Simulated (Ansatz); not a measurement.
`C=[C]([GeH3])[InH2]` + H₂ → `C=[CH][GeH3]` + `[InH3]`  (hydrogenolysis of a C–In bond)

Computed with Ansatz on PBE0-D4/def2-TZVP structures; ΔE is electronic, products minus reactants. CCSD(T)/CBS is the MP2 limit (def2-TZVPP, def2-QZVPP) plus CCSD(T) − MP2 in def2-TZVPP, frozen cores. This one scheme is used for every species. Functionals use def2-TZVPP. B3LYP here is the variant with VWN-RPA as its local correlation; programs differ in this. HSE06 is defined as in plane-wave codes. Elements past krypton have def2 core potentials. For Ge, In outer-core shells are correlated without core-valence functions, which leaves a few kJ/mol of doubt a bond. Scalar relativity is left out up to krypton.

`C=[C]([GeH3])[InH2]`:

Cartesian coordinates in Å:
```
C -1.029 -0.600 1.095
C -0.229 -0.111 0.143
Ge 1.585 0.411 0.596
In -1.038 0.056 -1.840
H -0.707 -0.722 2.131
H -2.056 -0.909 0.898
H 1.805 1.903 0.278
H 2.596 -0.396 -0.241
H 1.852 0.165 2.095
H -2.676 -0.469 -2.007
H -0.102 0.671 -3.149
```

H₂:

Z-matrix (Å, degrees):
```
H
H 1 0.746
```

`C=[CH][GeH3]`:

Z-matrix (Å, degrees):
```
Ge
C 1 1.938
H 1 1.539 2 110.6
H 1 1.538 2 108.6 3 -120.2
H 1 1.539 2 110.6 3 119.5
C 2 1.327 1 123.1 3 120.1
H 2 1.088 1 118.1 3 -59.9
H 6 1.087 2 121.9 1 -180.0
H 6 1.086 2 122.0 1 0.0
```

`[InH3]`:

```xyz
4

In    0.000    0.000    0.000
H     1.414    0.562   -0.810
H    -1.373   -0.504   -0.912
H    -0.041   -0.058    1.723
```

| level | ΔE (kJ/mol) | difference from CCSD(T)/CBS |
| --- | --- | --- |
| PBE-D4 | -24.8 | -6.2 |
| BLYP-D4 | -24.2 | -5.6 |
| B3LYP-D4 | -29.8 | -11.2 |
| HSE06-D4 | -30.4 | -11.8 |
| BHLYP-D4 | -34.3 | -15.7 |
| ωB97M-V | -31.5 | -12.9 |
| B2PLYP | -30.6 | -12.0 |
| revPBE | -34.1 | -15.5 |
| r2SCAN0 | -34.4 | -15.8 |
| CAM-B3LYP | -44.6 | -26.0 |
| LC-ωPBE | -41.2 | -22.6 |
| RPA@PBE/def2-TZVPP | -21.9 | -3.3 |
| CCSD(T)/def2-SVP | -34.4 | -15.8 |
| HF/def2-TZVPP | -58.9 | -40.3 |
| MP2/def2-TZVPP | -9.8 | 8.8 |
| SCS-MP2/def2-TZVPP | -19.3 | -0.7 |
| CCSD(T)/CBS | -18.6 | 0 |

Largest T1 diagnostic among the species: 0.014.

Leaving LDA and LC-ωPBE aside and taking each functional with its dispersion term where it has one, the values, not all of them listed here, spread over 19.8 kJ/mol, from B97M-V to revPBE-D4. In def2-TZVPP, CCSD(T) changes the Hartree–Fock value by +36.3 kJ/mol (the triples alone add +7.6 kJ/mol) and MP2 by +49.1 kJ/mol.

CCSD(T)/CBS has its own doubt, a few kJ/mol and more with outer-core shells, so smaller differences from it don't rank the levels.
